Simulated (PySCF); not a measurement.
Isomers of C6H11N, mass 97.089 u with the commonest isotopes. Method used: PySCF 2.14.0, PBE0-D3(BJ)/def2-SVP geometry optimisation, gas phase. One conformer each, none proved a minimum here; rigid rotors.

Task: Order these by rotational constant A, largest first.
A. `[CH2:1]=[N:2][CH:3]1[CH2:4][CH2:5][CH2:6][CH2:7]1` with C1–N2–C3–C4 119°, N2–C3–C4–C5 138°, C3–C4–C5–C6 -38°, C4–C5–C6–C7 42°, C5–C6–C7–C3 -30°
B. `[CH3:1][CH2:2][CH2:3][CH2:4][CH2:5][C:6]#[N:7]` with C1–C2–C3–C4 180°, C2–C3–C4–C5 180°, C3–C4–C5–C6 -62° (hexanenitrile)
C. `[H]/[N:7]=[C:6]1\[C@H:2]([CH3:1])[CH2:3][CH2:4][CH2:5]1` with C1–C2–C3–C4 -162°, C2–C3–C4–C5 40°, C3–C4–C5–C6 -29°, C4–C5–C6–N7 -174°

Result: A (5947 MHz), B (5460 MHz), C (3512 MHz).

Task: Order these by rotational constant B, smallest first.
A. `[H]/[N:7]=[C:6]1\[C@H:2]([CH3:1])[CH2:3][CH2:4][CH2:5]1` with C1–C2–C3–C4 -162°, C2–C3–C4–C5 40°, C3–C4–C5–C6 -29°, C4–C5–C6–N7 -174°
B. `[CH2:1]=[N:2][CH:3]1[CH2:4][CH2:5][CH2:6][CH2:7]1` with C1–N2–C3–C4 119°, N2–C3–C4–C5 138°, C3–C4–C5–C6 -38°, C4–C5–C6–C7 42°, C5–C6–C7–C3 -30°
C. `[CH3:1][CH2:2][CH2:3][CH2:4][CH2:5][C:6]#[N:7]` with C1–C2–C3–C4 180°, C2–C3–C4–C5 180°, C3–C4–C5–C6 -62° (hexanenitrile)

Result: C (1122 MHz), B (1833 MHz), A (2864 MHz).

Task: Order these by out-of-plane moment Σ m c² = (Ia + Ib − Ic)/2, smallest first.
A. `[H]/[N:7]=[C:6]1\[C@H:2]([CH3:1])[CH2:3][CH2:4][CH2:5]1` with C1–C2–C3–C4 -162°, C2–C3–C4–C5 40°, C3–C4–C5–C6 -29°, C4–C5–C6–N7 -174°
B. `[CH3:1][CH2:2][CH2:3][CH2:4][CH2:5][C:6]#[N:7]` with C1–C2–C3–C4 180°, C2–C3–C4–C5 180°, C3–C4–C5–C6 -62°
C. `[CH2:1]=[N:2][CH:3]1[CH2:4][CH2:5][CH2:6][CH2:7]1` with C1–N2–C3–C4 119°, N2–C3–C4–C5 138°, C3–C4–C5–C6 -38°, C4–C5–C6–C7 42°, C5–C6–C7–C3 -30°

Result: A (11.87 u·Å²), B (15.11 u·Å²), C (18.55 u·Å²).

```json
{"SMILES": "CCCCCC#N", "point group": "C1", "Ia (u·Å²)": "92.56", "Ib (u·Å²)": "450.43", "Ic (u·Å²)": "512.77", "κ": "-0.94", "μa (D)": "2.07", "μb (D)": "3.21", "μc (D)": "0.61"}
{"SMILES": "[H]/N=C1/CCC[C@H]1C", "point group": "C1", "Ia (u·Å²)": "143.91", "Ib (u·Å²)": "176.47", "Ic (u·Å²)": "296.64", "κ": "0.28", "μa (D)": "0.26", "μb (D)": "2.30", "μc (D)": "0.34"}
{"SMILES": "C=NC1CCCC1", "point group": "C1", "Ia (u·Å²)": "84.98", "Ib (u·Å²)": "275.68", "Ic (u·Å²)": "323.57", "κ": "-0.88", "μa (D)": "0.10", "μb (D)": "0.21", "μc (D)": "1.19"}
```
